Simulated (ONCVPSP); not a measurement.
# Which setting gave this result? (Lu, ONCV)

Base potential:

```json
{
  "Element": "lutetium",
  "Generator": "ONCVPSP 4.0.1",
  "Type": "optimised norm-conserving Vanderbilt (ONCV)",
  "Functional": "PBE",
  "Relativity": "scalar-relativistic",
  "Frozen core": "[Kr] 4d10",
  "Valence charge": "25",
  "Reference configuration": "4f13.5 5s2 5p6 5d1.5 6s2",
  "Partial waves": "5s+6s: rc 2.15 bohr, ncon 4, nbas 9, qcut 7.4 1/bohr, 2 projectors; 5p: rc 2.30 bohr, ncon 3, nbas 6, qcut 5.2 1/bohr, 2 projectors, debl 2.8 Ha; 5d: rc 2.50 bohr, ncon 4, nbas 9, qcut 7.3 1/bohr, 1 projector; 4f: rc 0.65 bohr, ncon 4, nbas 9, qcut 29.4 1/bohr, local",
  "Local potential": "the f channel",
  "Core correction": "Teter function, fcfact 1.75, rcfact 1.05"
}
```

Cutoffs, loose and tight: the cutoffs (Ha) at which the residual kinetic energy of the hardest occupied pseudo-wave falls to 1 and 0.1 mHa per electron. They do not see the model core or the augmentation charge, which bear on the density cutoff. Test errors are all-electron minus pseudo excitation energies from the reference, over the configurations 4f14 5s2 5p6 5d1 6s2; 4f14 5s2 5p6 5d1 6s1; 4f14 5s2 5p6 5d1 6s0; 4f14 5s2 5p6 5d2 6s1; variants that change the core or the reference have their own tests.

Only the scale of all radii but the core radius (base = 1) is moved (2 further runs of the sweep failed or gave no value and are left out):

```csv
scale of all radii but the core radius (base = 1),"cutoff, loose","cutoff, tight",bound ghosts,largest test error (meV)
0.77,392 Ha,530 Ha,"s, p, d",-75
0.88,353 Ha,389 Ha,"s, p, d",-54
0.92,346 Ha,384 Ha,"s, p, d",-51
1.1,301 Ha,337 Ha,"s, p, d",-47
1.17,282 Ha,317 Ha,"s, p, d",-55
```

Question: One more run gave cutoff, loose: 321 Ha; cutoff, tight: 358 Ha; bound ghosts: s, p, d; largest test error (meV): -46. Which value of the scale of all radii but the core radius (base = 1) was used?

Answer: 1.02. The tight cutoff moves one way along this sweep, from 530 Ha at 0.77 to 317 Ha at 1.17, which places the run between 0.92 and 1.1.
